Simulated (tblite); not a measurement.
Species: C7H8Br (doublet state).
Numbering: `[CH3:1][C:2]1[CH:3]=[CH:4]/[C:5]1=[CH:6]\[CH2:7][Br:8]` (hydrogens: H9, H10, H11 on C1; H12 on C3; H13 on C4; H14 on C6; H15, H16 on C7)
Bond orders are those of one Lewis drawing.

Computed with GFN2-xTB (tblite), gas phase: L-BFGS steps from a force-field or distance-geometry start until the largest atomic force falls under 0.01 eV/Å.

Step 110: E = -626.2734 eV
```
atom  x, y, z in Å  |  force x, y, z in eV/Å
C1     -2.3907    0.6881    0.2333    0.025  -0.018  -0.010
C2     -1.3011   -0.2805    0.0469    0.029  -0.056   0.009
C3     -1.1825   -1.6537   -0.2145    0.022   0.024   0.050
C4      0.2159   -1.6341   -0.1459    0.003   0.030  -0.053
C5      0.1808   -0.1846    0.1277   -0.033  -0.082  -0.036
C6      1.0550    0.7973    0.3118    0.016   0.052   0.028
C7      2.5207    0.5999    0.3132   -0.011   0.010   0.034
Br8     3.2675    0.9692    2.1164    0.008  -0.011  -0.023
H9     -2.1461    1.6359   -0.2451    0.006   0.027  -0.001
H10    -2.5403    0.8863    1.2978   -0.016   0.034   0.019
H11    -3.3208    0.3056   -0.1783   -0.047  -0.027  -0.006
H12    -1.8958   -2.4368   -0.3903   -0.029   0.008  -0.015
H13     0.9922   -2.3604   -0.2610    0.008  -0.009   0.016
H14     0.7041    1.8015    0.5074    0.006   0.023  -0.022
H15     3.0322    1.3005   -0.3468    0.012  -0.013   0.022
H16     2.8012   -0.4254    0.0834    0.002   0.008  -0.011
```

Step 111: E = -626.2737 eV
```
atom  x, y, z in Å  |  force x, y, z in eV/Å
C1     -2.3917    0.6878    0.2322    0.030  -0.026  -0.012
C2     -1.3010   -0.2813    0.0493   -0.007  -0.013   0.012
C3     -1.1817   -1.6531   -0.2130   -0.021  -0.028   0.024
C4      0.2165   -1.6329   -0.1478    0.031   0.004  -0.049
C5      0.1802   -0.1851    0.1286    0.053   0.032  -0.011
C6      1.0552    0.7978    0.3153   -0.039  -0.030   0.009
C7      2.5206    0.5992    0.3147   -0.009   0.003   0.020
Br8     3.2715    0.9692    2.1152    0.010  -0.011  -0.016
H9     -2.1496    1.6330   -0.2529    0.008   0.022   0.001
H10    -2.5384    0.8930    1.2959   -0.017   0.032   0.015
H11    -3.3230    0.3022   -0.1750   -0.033  -0.027   0.001
H12    -1.8951   -2.4363   -0.3903   -0.023   0.012  -0.009
H13     0.9932   -2.3584   -0.2660    0.005  -0.007   0.017
H14     0.7050    1.8015    0.5126   -0.001   0.030  -0.018
H15     3.0310    1.2990   -0.3470    0.014  -0.014   0.022
H16     2.7997   -0.4267    0.0842    0.001   0.018  -0.007
```

**Question.** Estimate the geometry and energy of step 112. (The exact step hangs on the optimiser's Hessian estimate; all steps are aligned on step 111, rigid shifts and turns removed.)

**Answer.** E = -626.2743 eV, largest force 0.069 eV/Å
```
atom  x, y, z in Å  |  force x, y, z in eV/Å
C1     -2.3949    0.6863    0.2308    0.004  -0.020  -0.006
C2     -1.3015   -0.2815    0.0539   -0.025   0.013   0.002
C3     -1.1801   -1.6511   -0.2152   -0.025  -0.041   0.011
C4      0.2183   -1.6296   -0.1504    0.028   0.000  -0.044
C5      0.1800   -0.1836    0.1333    0.050   0.048  -0.004
C6      1.0552    0.7984    0.3238   -0.019  -0.021   0.006
C7      2.5209    0.5963    0.3186   -0.018  -0.002  -0.002
Br8     3.2811    0.9694    2.1130    0.010  -0.012  -0.011
H9     -2.1644    1.6234   -0.2779    0.004  -0.005   0.016
H10    -2.5279    0.9142    1.2927   -0.015   0.025  -0.021
H11    -3.3309    0.2878   -0.1570    0.018  -0.009   0.024
H12    -1.8933   -2.4328   -0.3995   -0.020   0.007  -0.003
H13     0.9964   -2.3526   -0.2735    0.003  -0.010   0.017
H14     0.7084    1.8030    0.5239   -0.006   0.015  -0.016
H15     3.0299    1.2927   -0.3484    0.009  -0.019   0.029
H16     2.7951   -0.4313    0.0879    0.003   0.032   0.001
```

The energy changes by -0.0005 eV. The first-order estimate −F·Δx gives -0.0008 eV and the mean of the old and new forces, exact on a quadratic surface, -0.0005 eV. The step makes an angle of 84° with the force vector and moves no atom by more than 0.031 Å.

What follows is the cost of the whole relaxation. On one thread, Arm Neoverse V2 (aarch64), shared host with 96 logical CPUs at a one-minute load of 20, this took 0.94 s wall.
